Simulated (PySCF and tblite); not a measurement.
Results of a calculation; reference values are marked as such.
C6H9FS, numbered as in [CH2:1]=[CH:2][CH2:3][C:4]1([F:5])[CH2:6][S:7][CH2:8]1. Search: ETKDG and KDG, MMFF94s, GFN2-xTB, 90 starts; geometries at GFN2-xTB. Energies: PBE0-D3(BJ)/pcSseg-1, with GFN2-xTB thermal terms (modes under about 100 cm⁻¹ blended into free rotors). Symmetry numbers and mirror images are counted. Conformers within 3 kcal/mol (GFN2-xTB free energy) were kept, 10 at most. GIAO shieldings: PBE0/pcSseg-1. Shifts are against TMS (¹H), TMS (¹³C), CFCl3 (¹⁹F) at the same level. (PySCF 2.14, tblite 0.8.)

Torsions listed: C1–C2–C3–C4, C2–C3–C4–F5. The 4-ring runs over atoms 4–6–7–8. Of a mirror pair one member is shown.

```tsv
conformer	shape	point group	mirror pair	ΔE(DFT)	Δ(G−E) at 220 K	δ H3 (ppm)
1	4-ring puckered (ring torsions 14, -14, 16, -16°); -118°, -63°	C1	yes	0.00	0.00	2.65
2	4-ring puckered (ring torsions 12, -12, 15, -15°); 114°, -176°	C1	yes	0.85	0.14	2.34
3	4-ring puckered (ring torsions 14, -14, 16, -16°); 11°, -65°	C1	yes	1.49	0.16	2.76
4	4-ring puckered (ring torsions 13, -13, 15, -15°); 116°, -58°	C1	yes	1.58	-0.06	2.64
```

Energies in kcal/mol; the thermal term leaves out symmetry numbers and mirror images.

(1) Work out the weights at 220 K and the ¹H shift of H3 under fast exchange.

Answers

(1) RT = 0.437 kcal/mol. Each conformer gets RT ln(σ/g), with σ the rotational symmetry number and g = 2 for a mirror pair: 1: σ = 1, g = 2, G = 0.00 + 0.00 − 0.30 = -0.30, 0.00 above the lowest, exp(−ΔG/RT) = 1.000; 2: σ = 1, g = 2, G = 0.85 + 0.14 − 0.30 = 0.69, 0.99 above the lowest, exp(−ΔG/RT) = 0.104; 3: σ = 1, g = 2, G = 1.49 + 0.16 − 0.30 = 1.35, 1.65 above the lowest, exp(−ΔG/RT) = 0.023; 4: σ = 1, g = 2, G = 1.58 − 0.06 − 0.30 = 1.21, 1.51 above the lowest, exp(−ΔG/RT) = 0.031. The sum is 1.158, so the weights are 86.3, 9.0, 2.0, 2.7 %. The averaged shift is 2.63 ppm. At 298.15 K it is 2.61 ppm. At 298.15 K the leading conformer alone gives 2.65 ppm and bare DFT energies give 2.61 ppm.
